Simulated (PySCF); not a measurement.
## How methods differ on the excitation energy of In²⁺

In²⁺ [Kr] 4d10 5s1 (2S) → In²⁺ [Kr] 4d9 5s1 5p1 (high-spin determinant), as a difference of total energies. All numbers are calculated (PySCF 2.14, scalar relativity through the core potential, in aug-cc-pV5Z-PP with ECP28MDF (8s8p6d4f3g2h, 139 functions)). The calculations carry no spin-orbit coupling.

| method | excitation energy (eV) |
| --- | --- |
| UHF | 19.743 |
| LDA | 20.788 |
| PBE | 20.604 |
| PBE0 | 20.616 |
| r2SCAN | 20.489 |
| BP86 | 20.582 |
| revPBE | 20.574 |
| r2SCANh | 20.500 |

The determinant of the upper state mixes LS terms, which raises its energy above the lowest term, most at the Hartree-Fock and MP2 levels.
